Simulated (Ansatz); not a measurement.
Sr2Se (the lowest singlet isomer of a short search) was relaxed with r2SCAN-D4 (def2-TZVP) in Ansatz in these states: neutral quintet, neutral triplet. The geometries follow in no particular order.

In the def2 sets Sr takes a core potential; there is no spin–orbit coupling.

A:

```xyz
3

Sr   -1.179   -2.287   -0.064
Sr    1.634    1.924    0.504
Se   -0.455    0.364   -0.441
```

B:

```xyz
3

Sr   -1.2696    1.4281   -0.6656
Sr    1.1060   -0.1506    1.6877
Se    0.1636   -1.2774   -1.0221
```

Task: Judge from the bond lengths which geometry belongs to which state (an estimate).

Result: A is the neutral triplet (Sr1–Sr2 5.096 Å, Sr2–Se3 2.774 Å, Sr1–Se3 2.774 Å); B is the neutral quintet (Sr1–Sr2 3.698 Å, Sr2–Se3 3.082 Å, Sr1–Se3 3.082 Å).

At PBE0-D4/def2-TZVP a singlet lies 0.08 eV below the neutral triplet. At PBE0-D4/def2-TZVP a singlet lies 3.15 eV below the neutral quintet. These are the stationary points nearest to one start from a short search; other shapes may lie lower in each state.
